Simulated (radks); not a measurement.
Spherical quantum dot in the effective-mass picture: electrons in a parabolic well V = omega^2 r^2 / 2 with omega = 0.429, with a point charge +1 (a donor) at the centre, all in effective atomic units (hartree* = m*/eps^2 hartree, bohr* = eps/m* bohr), one dielectric constant everywhere. Calculated with a radial shooting solver with Libxc functionals: non-relativistic Kohn-Sham, PBE, spin-polarised, spherical densities. Levels are named by radial order and angular momentum (1s, 1p, 1d, 2s, ...), and open shells are averaged over m. Results are scaled to m* = 0.253 and eps = 5.6, for which hartree* = 219.5 meV and bohr* = 1.171 nm.

N = 2, configuration 1s2. This is the lowest configuration that the search found. Occupied and some empty levels:

level  occupation  eigenvalue (meV)  <r> (nm)
1s              2            137.64     1.578
1p              0            275.23     2.620
2s              0            332.50     2.890
1d              0            373.63     3.227

Energy (meV): total 21.0033, kinetic 247.29, external -370.28, Hartree 298.57, exchange-correlation -154.58.

Electron density:

r (nm)  n(r) (e/nm^3)
0.249          0.2735
0.515          0.1743
0.782          0.1121
1.05          0.07245
1.32          0.04666
1.58          0.02973
1.85          0.01866
2.12          0.01143
2.38         0.006822
2.65         0.003970
2.92         0.002238
3.18         0.001223
3.45        0.0006476
